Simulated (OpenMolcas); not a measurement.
## O5+: from CASSCF to CASPT2

| Item | Value |
| --- | --- |
| Program | OpenMolcas 26.06 |
| Basis | ANO-RCC-VTZP [4s3p2d1f] |
| Scalar Hamiltonian | DKH2, point nucleus |
| Active space | 1 electron in 4 orbitals (2s 2p) |
| State averaging | 2S+1 = 2 even, 1 root; 2S+1 = 2 odd, 3 roots |
| Spin-orbit coupling | RASSI with atomic mean-field integrals over the reference wave functions, term energies averaged over their components |

Methods on the same reference wave functions:
A. CASSCF
B. SS-CASPT2, IPEA 0.25 Eh, imaginary shift 0.1 Eh (closed shells correlated: 1s)
C. XMS-CASPT2, IPEA 0.25 Eh, imaginary shift 0.1 Eh (closed shells correlated: 1s)

Energies in cm⁻¹ above 2s ²S_1/2, the measured ground level; measured values from Moore, Selected Tables of Atomic Spectra, NSRDS-NBS 3, section 8.

| Level | A | B | C | Measured |
| --- | --- | --- | --- | --- |
| 2s ²S_1/2 | 0.0 | 0.0 | 0.0 | 0.0 |
| 2p ²P°_1/2 | 97835 | 97576 | 97570 | 96375 |
| 2p ²P°_3/2 | 98319 | 98059 | 98054 | 96908 |

Deviations, from unrounded energies. A percentage is the sum of absolute deviations over the sum of measured energies, with the sign that they share, or ± where signs differ.

| Against measurement | Levels | A | B | C |
| --- | --- | --- | --- | --- |
| mean absolute deviation (cm-1) | 2 | 1400 | 1200 | 1200 |
| other configurations (%) | 2 | +1.5 | +1.2 | +1.2 |

B, C lie about equally close to measurement and A furthest from it. The largest miss of C in the table is 2p ²P°_1/2, by +1200 cm-1. The ranking rests on the paired levels alone, and a cruder setting can come out closer through cancelling errors.

Between B and C the level of the table that moves most is 2p ²P°_1/2, by 5.5 cm-1 (lowest in C, highest in B).

The lowest spin-free term lies below A's lowest term by 0.003 hartree in B, 0.003 hartree in C.

With one active electron the reference holds no correlation, so core polarisation is missing (holds for A). With one active electron, CASPT2 adds the correlation within the correlated inactive shells and between them and that electron, and leaves the splitting within a term as the reference gives it (holds for B; C). Measured partners are found by configuration, term and J. A level has none where our copy of the source lacks it or the pairing is in doubt (some pairs that miss far off the trend of their configuration count as doubtful), and it then counts in no deviation. Levels of configurations outside the active space are missing.

° marks odd parity.
